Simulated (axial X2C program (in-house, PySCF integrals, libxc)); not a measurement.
## Low determinants of CoO⁺ at the PBE0 level, two-component

Calculated with an in-house relativistic program for diatomic molecules. Two-component (2c) means X2C with spin–orbit coupling and atomic mean-field two-electron Coulomb and Gaunt terms. Basis: Co dyall-cv3z [9s10p6d3f2g], O dyall-av3z [7s6p3d2f] (cores contracted in-house); Gaussian nuclei, density fitting, unrestricted open shells. Masses: Co 58.933 u, O 15.995 u.

Search at 1.600 Å (vertical energies from the lowest determinant):

| ΔE (eV) | state | electrons beyond evenly filled partner blocks | electrons in ±ω = 1/2, 3/2, 5/2, 7/2 |
| --- | --- | --- | --- |
| 0.00 | Ω = 4 | ω = 3/2, ω = 5/2 | 24 9 1 0 |
| 1.06 | Ω = 3 | 2 × ω = -1/2, ω = 3/2, ω = 5/2 | 24 9 1 0 |
| 1.18 | Ω = 1 | 2 × ω = 1/2 | 24 8 2 0 |
| 1.35 | Ω = 3 | 2 × ω = 3/2 | 24 8 2 0 |
| 1.39 | Ω = 3 | ω = 1/2, ω = 5/2 | 23 10 1 0 |
| 1.44 | Ω = 1 | ω = -1/2, ω = 3/2 | 23 9 2 0 |
| 1.65 | Ω = 2 | ω = -1/2, ω = 5/2 | 25 8 1 0 |

Lowest determinant, Ω = 4 (⟨Sz⟩ = 2.00, ⟨Lz⟩ = 2.00 at PBE0): Re = 1.611 Å, ωe = 804.5 cm⁻¹.

The determinant in row 2 of the search, Ω = 3 (⟨Sz⟩ = 1.00, ⟨Lz⟩ = 2.00 at PBE0), was followed along the bond at PBE0; measured from the minimum of the lowest determinant it gives:

Te = 1.058 eV (8532 cm⁻¹), Re = 1.598 Å, ωe = 776.1 cm⁻¹.

Q: Compare the bond of the determinant in row 2 with that of the lowest one.

A: At PBE0 its Re is 0.013 Å shorter and its force constant, which goes as ωe², is 0.93 times that of the lowest determinant. This determinant mixes spin states, so it has no term energy of its own.

The search compares states at one distance, so a state with another bond length can lie lower; it is not exhaustive and yields mostly the lowest determinant of each block pattern, so other components and higher states of one pattern are missing. These are energies of single determinants, not of spin-adapted states; PBE0 term energies can be off by some tenths of an eV, and the functional has no current term. Open-shell Ω = 0 determinants with evenly filled partner blocks cannot be reached by this program, so the Ω shown need not be the lowest component.
